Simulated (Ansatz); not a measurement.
AlBrH$_{4}$N$_{2}$, SMILES `[NH2][Al]([NH2])[Br]`. Total charge 0; spin multiplicity 1. Correlated methods include outer-core shells of Br, which these sets cover unevenly. Scalar relativity is left out up to krypton.

```xyz
8

N     0.841   -0.888   -1.016
Al   -0.420    0.034   -0.211
N    -0.200    0.836    1.338
Br   -2.433    0.197   -1.221
H     0.715   -1.347   -1.903
H     1.775   -1.034   -0.671
H     0.644    0.838    1.885
H    -0.923    1.364    1.798
```

Question: Give the diagnostics of a CCSD(T)/def2-TZVPP run (frozen core, the Gaussian-basis code of Ansatz). (Estimate.)

Answer: The calculation gave: T1 = 0.0081, largest single amplitude 0.025, largest double 0.026, (T) share of the correlation energy 3.5 %, 8 CCSD cycles. The RHF solution is stable towards an unrestricted one. T1 lies under the customary mark of 0.02 for closed shells.
